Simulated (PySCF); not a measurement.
## Correlation energy of In³²⁺ (indium, charge +32)

[Ne] 3s2 3p5, 2P determinant. Computed with PySCF 2.14 in an even-tempered Gaussian basis (18 s from 4.7 bohr⁻², ratio 2.5; 12 p from 6.1 bohr⁻², ratio 2.5; 5 d from 29 bohr⁻², ratio 2.7; 4 f from 43 bohr⁻², ratio 2.7), with scalar relativity by spin-free X2C-1e. Frozen: 1s2; 15 electrons correlated; the 21 highest virtual orbitals of each spin left out.

```json
{"level": "CCSD", "correlation energy (mhartree)": "-607.54"}
{"level": "(T)", "correlation energy (mhartree)": "-1.34"}
{"level": "CCSD(T)", "correlation energy (mhartree)": "-608.88"}
```

Diagnostics: T1 = 0.00067, D1 = 0.0030, largest double amplitude 0.023.

Spin-orbit coupling, absent here, splits the open shell strongly.

Cost of the coupled-cluster step: roughly 90 core-seconds, for 15 correlated electrons.

Iterations:

```
CC2 = 0
CCSD nocc = (np.int64(8), np.int64(7)), nmo = (85, 85)
frozen orbitals [[0, 86, 87, 88, 89, 90, 91, 92, 93, 94, 95, 96, 97, 98, 99, 100, 101, 102, 103, 104, 105, 106], [0, 86, 87, 88, 89, 90, 91, 92, 93, 94, 95, 96, 97, 98, 99, 100, 101, 102, 103, 104, 105, 106]]
max_cycle = 100
direct = 0
conv_tol = 1e-08
conv_tol_normt = 1e-06
diis_space = 8
diis_start_cycle = 0
Init t2, MP2 energy = -0.594548164677277
Init E_corr(UCCSD) = -0.594548164678248
cycle = 1  E_corr(UCCSD) = -0.605074614408461  dE = -0.0105264497  norm(t1,t2) = 0.00814052
cycle = 2  E_corr(UCCSD) = -0.607116513331789  dE = -0.00204189892  norm(t1,t2) = 0.00161264
cycle = 3  E_corr(UCCSD) = -0.607543920855061  dE = -0.000427407523  norm(t1,t2) = 0.000355056
cycle = 4  E_corr(UCCSD) = -0.607537726722163  dE = 6.1941329e-06  norm(t1,t2) = 1.8304e-05
cycle = 5  E_corr(UCCSD) = -0.607537523330104  dE = 2.0339206e-07  norm(t1,t2) = 1.09075e-06
cycle = 6  E_corr(UCCSD) = -0.60753759219815  dE = -6.88680458e-08  norm(t1,t2) = 1.03816e-07
cycle = 7  E_corr(UCCSD) = -0.607537590696894  dE = 1.50125523e-09  norm(t1,t2) = 7.12982e-09
UCCSD converged
E(UCCSD) = -5109.587861123805  E_corr = -0.6075375906968943
UCCSD(T) correction = -0.00134372703561943
```

At this charge the one-electron X2C treatment keeps the bare 1/r₁₂, with no two-electron picture change or Breit term. The effect here is smaller than on the frozen 1s shell; and a scalar Hamiltonian misses the large spin-orbit splitting of the p shells, which matters for ns² → np² pairs.
